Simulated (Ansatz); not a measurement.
Molecule: C3H9Si (charge 0, doublet). It need not be the lowest isomer of its formula. 
Geometry from a B3LYP-D3(BJ)/def2-TZVP (Ansatz, a first-principles code) optimisation:
SMILES: C[SiH]([CH2])C
```xyz
13

Si     0.1399    -0.0255     0.3366
C      1.6167    -0.4049    -0.7059
C     -1.2039    -1.3040     0.0469
C     -0.4810     1.7088    -0.0255
H      0.5336    -0.0854     1.7750
H      1.8883    -1.4136    -0.9995
H      2.3130     0.3565    -1.0421
H     -0.8390    -2.3117     0.2567
H     -1.5496    -1.2804    -0.9889
H     -2.0637    -1.1188     0.6943
H     -0.8111     1.7975    -1.0628
H     -1.3243     1.9633     0.6202
H      0.3034     2.4498     0.1423
```
Charge 0, spin multiplicity 2.

Computed values are from Ansatz. Cores are frozen in the correlated levels unless marked. Open shells are spin-unrestricted. Spin-orbit coupling is left out. Non-relativistic. CBS(X,Y): correlation extrapolated as X^-3; Hartree-Fock from the larger set.

```json
{
 "atomisation energy De": "1129.3 kcal/mol at CCSD(T)/CBS(cc-pV(T+d)Z,cc-pV(Q+d)Z)",
 "total_energy": "-408.6072 Eh at CCSD(T)/CBS(cc-pV(T+d)Z,cc-pV(Q+d)Z)",
 "dipole_moment": "0.52 D at CCSD(T)/aug-cc-pV(D+d)Z",
 "T1 diagnostic": "0.011 at CCSD/cc-pV(Q+d)Z"
}
```
